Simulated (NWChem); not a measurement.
# Atomisation of phosphorus nitride (NP)

```xyz
2

N      0.0000     0.0000     1.0177
P      0.0000     0.0000    -0.4749
```
Charge 0, spin multiplicity 1.

Program: NWChem. Structure: optimised with B3LYP/def2-SVP, a minimum by its harmonic frequencies.

Basis set: def2-TZVP. The atomisation energy is electronic alone: no zero-point, thermal, spin-orbit or counterpoise terms. No value is extrapolated to the basis-set limit. Free atoms are single determinants with multiplicities N 4, P 4.

B3LYP has NWChem's definition, with VWN1-RPA local correlation. No SCF solution was tested for a lower state. Open-shell Hartree-Fock references start from PBE0 orbitals.

One of these methods gave an atomisation energy of 38.8 kcal/mol. Which?
A) LDA (SVWN5)
B) HF
C) PBE0
D) BHandHLYP

B, HF. The others give 123.8 (BHandHLYP), 178.2 (LDA (SVWN5)), 137.7 (PBE0).
